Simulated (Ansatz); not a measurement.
Molecule: SiCl (charge 0, doublet). 
Geometry from a B3LYP-D3(BJ)/def2-TZVP (Ansatz, an electronic-structure program) optimisation:
```
Si
Cl 1 2.0838
```
Charge 0, spin multiplicity 2.

Quantity: vertical electron affinity (to the triplet state of charge -1; a negative value means that the extra electron is unbound and the number depends on the basis; each state is the SCF solution reached for its spin), in eV. Correlated levels leave the core frozen unless marked. UHF or UKS for open shells. Spin-orbit coupling is left out. No relativistic terms. Anions need diffuse functions: aug- sets have them; def2-D sets add few. CBS marks a two-point X^-3 extrapolation of the correlation energy; Hartree-Fock from the larger set.

```tsv
level	program	vertical electron affinity (eV)
CAM-B3LYP/def2-TZVPD	Ansatz	1.03
wB97M-V/def2-TZVPD	Ansatz	0.90
wB97X/def2-TZVPD	Ansatz	1.04
CCSD/def2-SVPD	Ansatz	0.77
CCSD/def2-TZVPPD	Ansatz	0.97
CCSD(T)/def2-QZVPPD	Ansatz	1.09
CCSD(T)/CBS(aug-cc-pV(T+d)Z,aug-cc-pV(Q+d)Z)	Ansatz	1.16
```
